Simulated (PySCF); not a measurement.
# Field gradients at the hydrogen positions

Species: C6H8ClN3S.
Atom-mapped SMILES: `[CH2:1]=[CH:2][CH2:3][n:4]1[n:5][c:6]([Cl:7])[c:8]([S:9][CH3:10])[n:11]1` (hydrogens: H12, H13 on C1; H14 on C2; H15, H16 on C3; H17, H18, H19 on C10)

Cartesian coordinates in Å at the GFN2-xTB level; atoms count from 1:
```xyz
19
C6H8ClN3S angstrom
C     -3.0286   -1.4196   -0.3406
C     -2.5430   -0.2494    0.0238
C     -1.5659   -0.0600    1.1496
N     -0.4066    0.6593    0.6993
N     -0.4036    1.9594    0.5321
C      0.8030    2.2371    0.0609
Cl     1.3250    3.8019   -0.3171
C      1.5201    1.0250   -0.0473
S      3.1465    0.7821   -0.5956
C      3.2304   -1.0226   -0.4237
N      0.7125    0.0535    0.3652
H     -2.7467   -2.3315    0.1595
H     -3.7342   -1.5164   -1.1473
H     -2.8259    0.6630   -0.4821
H     -2.0289    0.5288    1.9478
H     -1.2244   -1.0210    1.5375
H      2.4843   -1.4762   -1.0679
H      4.2303   -1.3155   -0.7254
H      3.0460   -1.2888    0.6117
```

Level: PBE0/pcSseg-1 (PySCF, non-relativistic); Q(2H) = 0.00286 b; rigid geometry, the same for H and D, with no vibrational averaging.

Question: Rank these positions by the coupling χzz of a deuteron there, largest first.
A. H17 (methyl hydrogen)
B. H15 (methylene hydrogen)
C. H14 (vinylic hydrogen)
D. H12 (vinylic hydrogen)

Answer: D (225 kHz), C (217 kHz), A (211 kHz), B (194 kHz).

Give the electric field gradient Vzz (the principal value of largest size), its asymmetry and the 2H coupling at each hydrogen.

```json
{"atom": "H12", "bonded to": "C1", "bond length (Å)": "1.078", "Vzz (au)": "0.3346", "η": "0.06", "χzz (kHz)": "225"}
{"atom": "H13", "bonded to": "C1", "bond length (Å)": "1.076", "Vzz (au)": "0.3377", "η": "0.04", "χzz (kHz)": "227"}
{"atom": "H14", "bonded to": "C2", "bond length (Å)": "1.081", "Vzz (au)": "0.3224", "η": "0.06", "χzz (kHz)": "217"}
{"atom": "H15", "bonded to": "C3", "bond length (Å)": "1.095", "Vzz (au)": "0.2892", "η": "0.05", "χzz (kHz)": "194"}
{"atom": "H16", "bonded to": "C3", "bond length (Å)": "1.091", "Vzz (au)": "0.2944", "η": "0.06", "χzz (kHz)": "198"}
{"atom": "H17", "bonded to": "C10", "bond length (Å)": "1.085", "Vzz (au)": "0.3139", "η": "0.05", "χzz (kHz)": "211"}
{"atom": "H18", "bonded to": "C10", "bond length (Å)": "1.085", "Vzz (au)": "0.3168", "η": "0.06", "χzz (kHz)": "213"}
{"atom": "H19", "bonded to": "C10", "bond length (Å)": "1.085", "Vzz (au)": "0.3141", "η": "0.05", "χzz (kHz)": "211"}
```

How does χzz go with the bond length over the 8 C–H bonds?

A straight-line fit has a slope of -18.1 kHz for each 0.01 Å, with a correlation coefficient of -0.99, over lengths from 1.076 to 1.095 Å. The longer bonds have the smaller couplings here.

Isolated species at its GFN2-xTB geometry (one conformer only). GFN2-xTB bond lengths can be off by several hundredths of an ångström, more for odd bonds, and the gradients follow them. The small basis limits the accuracy of the gradients.
